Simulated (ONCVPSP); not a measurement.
**antimony, ONCV: configuration errors across variants**

antimony, optimised norm-conserving Vanderbilt (ONCV), made with ONCVPSP 4.0.1 (PBEsol, scalar-relativistic). Core [Ar] 3d10, reference 4s2 4p6 4d10 5s1.5 5p3.5. Waves: 4s+5s: rc 1.50 bohr, ncon 4, nbas 8, qcut 9.6 1/bohr, 3 projectors, debl 0.9 Ha; 4p+5p: rc 1.60 bohr, ncon 5, nbas 8, qcut 8.7 1/bohr, 2 projectors; 4d: rc 1.05 bohr, ncon 4, nbas 7, qcut 9.3 1/bohr, 3 projectors, debl 2.3 Ha. Local part: polynomial inside 0.70 bohr (lpopt 4, dvloc0 0 Ha). Core correction: Teter function, fcfact 2.5, rcfact 1.05.

All-electron excitation energies from the reference (eV): (1) 4s2 4p6 4d10 5s2 5p3 -4.044; (2) 4s2 4p6 4d10 5s2 5p2 4.301; (3) 4s2 4p6 4d10 5s2 5p1 20.313; (4) 4s2 4p6 4d10 5s1 5p3 13.065.

A true bound ghost makes a file unfit for plane-wave use even where its test errors are small: the radial tests pick states by their node count and pass the ghost by.

Errors AE − PS in meV (a dash: test not solved or not reliable):

```
    change   (1)   (2)   (3)   (4)  bound ghosts  GHOST(+) flags above zero
      base  +0.1  -1.6  -5.3  -2.5          none                       s, d
p: rc 1.14  +0.2  -1.2  -4.1  -2.4          none                       s, d
p: rc 1.28  +0.2  -1.3  -4.4  -2.4          none                       s, d
 p: rc 1.4  +0.2  -1.4  -4.8  -2.5          none                       s, d
p: rc 1.56  +0.1  -1.6  -5.2  -2.5          none                       s, d
 p: rc 1.7  +0.1  -1.8  -5.5  -2.6          none                       s, d
p: rc 1.84  +0.1  -1.8  -5.7  -2.6          none                       s, d
p: rc 2.16  +0.3  -1.7  -6.9  -3.1             p                       s, d
p: rc 2.34  +0.1  -1.9  -5.9  -2.7          none                       s, d
```

Give the same row for: p: rc 2.06.

+0.1, -1.9, -5.9, -2.7; bound ghosts: none; GHOST(+) flags above zero: s, d.
